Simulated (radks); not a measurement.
Values are calculated unless marked as measured or tabulated.
Initial-state core-level shifts of neutral rhenium when its valence configuration changes from [Xe] 4f14 5d5 6s2. Code: a radial shooting solver on a logarithmic mesh with Libxc functionals. Model: scalar-relativistic Kohn-Sham, LDA (Slater exchange, Perdew-Wang correlation), spin-polarised, spherical densities, point nucleus; open shells are filled with parallel spins first (spin-orbit coupling, left out, can overturn this in heavy ions). Shifts are changes of the shell-averaged eigenvalues in eV (positive: less bound).

valence                1s       2s       3s       4d
4f14 5d6 6s1       +2.042   +2.133   +2.111   +2.123
4f13 5d6 6s2      -10.307  -11.211  -12.754  -10.524
4f13 5d6.5 6s1.5   -9.098   -9.950  -11.507   -9.277
4f13 5d5 6s2 6p1  -14.536  -15.546  -17.055  -14.821
4f14 5d3 6s2 6p2   -8.772   -9.001   -8.895   -8.879
4f14 5d4 6s2 6p1   -4.308   -4.409   -4.368   -4.365
4f14 5d5 6s1 6p1   -1.416   -1.407   -1.412   -1.416
4f12 5d6 6s2 6p1  -25.583  -27.580  -30.763  -25.903
4f14 5d5 6p2       -2.941   -2.907   -2.921   -2.927
